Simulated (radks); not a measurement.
Values are calculated unless marked as measured or tabulated.
Question: Valence configurations of Ru I (all share [Kr]). Code: a radial shooting solver on a logarithmic mesh with Libxc functionals. Model: scalar-relativistic Kohn-Sham, LDA (Slater exchange, Perdew-Wang correlation), spin-unpolarised, spherical densities, finite nucleus; Fermi nuclear charge, rms radius 4.4809 fm. Order these by energy: 4d6.5 5s1.5; 4d6 5s1 5p1; 4d6 5p2; 4d6 5s2; 4d7 5s1; 4d7 5p1; 4d5 5p3; 4d6.5 5s1 5p0.5; 4d5 5s1 5p2; 4d4 5p4.

Answer: From the lowest, in eV above it: 4d7 5s1 0.000; 4d6.5 5s1.5 0.622; 4d6 5s2 1.621; 4d6.5 5s1 5p0.5 2.496; 4d7 5p1 3.581; 4d6 5s1 5p1 5.663; 4d6 5p2 9.943; 4d5 5s1 5p2 14.153; 4d5 5p3 19.095; 4d4 5p4 31.226. NIST lists [Kr] 4d7 5s1 as the ground configuration; this level of theory agrees among the configurations tried. The energies are those of spherical spin-averaged densities, not of single terms.
